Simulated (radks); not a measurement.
The numbers below are computed, except where a source is named.
Effect of the nuclear size on the argon ion Ar+, [Ne] 3s2 3p5. Level of theory: Dirac Kohn-Sham, PBE, spin-unpolarised, spherical densities, finite nucleus; open shells fill j = l - 1/2 first; Fermi nuclear charge, rms radius 3.4274 fm (a radial shooting solver on a logarithmic mesh with Libxc functionals). The rms radius is varied about that value; shifts are against it.

| rms radius (fm) | total energy shift (eV) | density at nucleus (e/bohr^3) | 1s1/2 shift (meV) | 2s1/2 shift (meV) |
|---|---|---|---|---|
| 3.0058 | -0.00430 | 4351 | -1.81 | -0.136 |
| 3.1498 | -0.00289 | 4347 | -1.22 | -0.092 |
| 3.4274 | 0 | 4339 | 0.000 | 0.000 |
| 3.5336 | 0.00117 | 4336 | 0.492 | 0.037 |
| 4.0992 | 0.00798 | 4323 | 3.36 | 0.254 |

Slopes of the eigenvalues against <r^2> in GHz/fm^2, as finite differences over the two radii next to the reference (eigenvalue slopes, not the field-shift constants of lines): 1s1/2 161, 2s1/2 12.2.
